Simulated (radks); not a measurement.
The tellurium ion Te4+, [Kr] 4d10 5s2. All-electron calculation, non-relativistic Kohn-Sham, exchange-only LDA, spin-polarised, spherical densities, point nucleus. Program: a radial shooting solver on a logarithmic mesh with Libxc functionals. Every spin shell is full or empty, so the densities are truly spherical. Functionals are evaluated on that one density, not self-consistently. Rank these exchange functionals by their error against the exact value of the orbitals, and give that value: LDA, PBEsol, PW86, B86b, EV93, TPSS, r2SCAN, MVS.

Answer. Exact: -167.461 hartree. From best to worst, with 100 (|E| - |E exact|)/|E exact| (equal figures are ties): B86b 0.00, MVS +0.07, r2SCAN -0.11, PW86 -0.20, EV93 -0.29, TPSS -0.29, PBEsol -2.23, LDA -4.79.
